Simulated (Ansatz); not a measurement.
`NC(=S)[SeH]` + `[OH][AlH2]` → `NC(=S)[O][AlH2]` + H₂Se  (substitution at a C–Se bond)

Program: Ansatz. Geometries: PBE0-D4/def2-TZVP. ΔE: electronic, gas phase. CBS: MP2 limit from def2 TZ/QZ plus the TZ coupled-cluster correction, frozen cores. This one scheme is used for every species. For Se outer-core shells are correlated without core-valence functions, which leaves a few kJ/mol of doubt a bond. Scalar relativity is left out up to krypton. Each species was taken in one conformer, which may not be the lowest.

| species | CCSD(T)/CBS(def2) energy (Eh) |
| --- | --- |
| `NC(=S)[SeH]` | -2893.02754 |
| `[OH][AlH2]` | -319.03157 |
| `NC(=S)[O][AlH2]` | -810.15647 |
| H₂Se | -2401.89790 |

Problem. Work out ΔE.

Solution. ΔE = (-810.15647) + (-2401.89790) − (-2893.02754) − (-319.03157) = 0.00474 Eh = +3.0 kcal/mol.

Largest T1 diagnostic among the species: 0.017.

In def2-TZVPP, CCSD(T) changes the Hartree–Fock value by +7.4 kcal/mol (the triples alone add +1.2 kcal/mol) and MP2 by +10.6 kcal/mol. From PBE to PBE0 (25 % exact exchange), in def2-TZVPP and without D4, ΔE moves by −1.8 kcal/mol.
